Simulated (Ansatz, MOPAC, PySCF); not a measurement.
Isomers of CHNO: 1 is N=C=O, 2 is N#CO; one conformer of each (the lowest of an xTB search), B3LYP-D3(BJ)/def2-TZVP minima.
Isomer 1 (charge 0, multiplicity 1):
```xyz
4

N     -0.65593     0.25972     0.29531
C      0.48834     0.05404    -0.03880
O      1.62372    -0.02891    -0.28166
H     -1.45614    -0.28486     0.02515
```
Isomer 2 (charge 0, multiplicity 1):
```tsv
atom	x (Å)	y (Å)	z (Å)
N	1.6183	-0.0956	-0.0516
C	0.4832	0.0651	0.0751
O	-0.7767	0.2990	0.2695
H	-1.3248	-0.2685	-0.2930
```

```csv
level,electronic energy of isomer 2 less that of isomer 1 (kcal/mol),"minus CCSD(T)/CBS(cc-pVTZ, cc-pVQZ)",cost
PM3,14.14,-10.40,-
HF/cc-pVTZ,24.33,-0.20,-
HF/cc-pVQZ,24.53,-0.01,-
BLYP-D3(BJ)/def2-TZVPP,29.59,5.05,×0.8
BLYP-D4/def2-TZVPP,29.61,5.07,×0.8
revPBE/def2-TZVPP,30.11,5.58,×1
revPBE-D4/def2-TZVPP,30.25,5.72,×1
r2SCAN/def2-TZVPP,31.08,6.54,×2
B3LYP/3-21G,27.23,2.70,-
B3LYP/6-31G*,29.23,4.70,-
PBE0-D3(BJ)/def2-TZVPP,29.03,4.49,×1
BHLYP/def2-TZVPP,26.96,2.43,×2
BHLYP-D3(BJ)/def2-TZVPP,27.00,2.46,×2
BHLYP-D4/def2-TZVPP,27.00,2.46,×2
CAM-B3LYP/def2-TZVPP,27.69,3.15,×2
wB97M-V/def2-TZVPP,26.36,1.83,×4
B2PLYP-D4/def2-TZVPP,27.34,2.80,×2
MP2/cc-pVTZ,25.10,0.56,-
CCSD/cc-pVDZ,22.25,-2.29,-
"CCSD(T)/CBS(cc-pVTZ, cc-pVQZ)",24.54,0.00,×50
```

 The comparison column counts from a level with limits of its own.

The rows run from 14.14 (PM3) to 31.08 kcal/mol (r2SCAN/def2-TZVPP). The dispersion term adds 0.14 in revPBE-D4, 0.03 in BHLYP-D3(BJ), 0.03 in BHLYP-D4. The 5 functionals in def2-TZVPP without D3 or D4 span 4.71, from wB97M-V to r2SCAN.

No zero-point or thermal terms.

Correlated levels freeze the cores. CBS: X⁻³ extrapolation of the correlation energy, Hartree–Fock from the larger set. Rows in 3-21G, 6-31G* carry no dispersion term and start afresh at each structure (6-31G* with six Cartesian d functions). The state that PM3 reach isn't checked.

Run with Ansatz (Gaussian basis) for Hartree–Fock, density functionals and correlated methods; MOPAC for PM3 (differences of heats of formation); PySCF for 3-21G rows, 6-31G* rows, the dispersion terms. 

Costs are rough ratios of core time to PBE/def2-TZVPP (about 1.5 s over the structures, on one shared machine); a dash marks a level with no comparable run of its own.

Ansatz is a quantum-chemistry and plane-wave program.
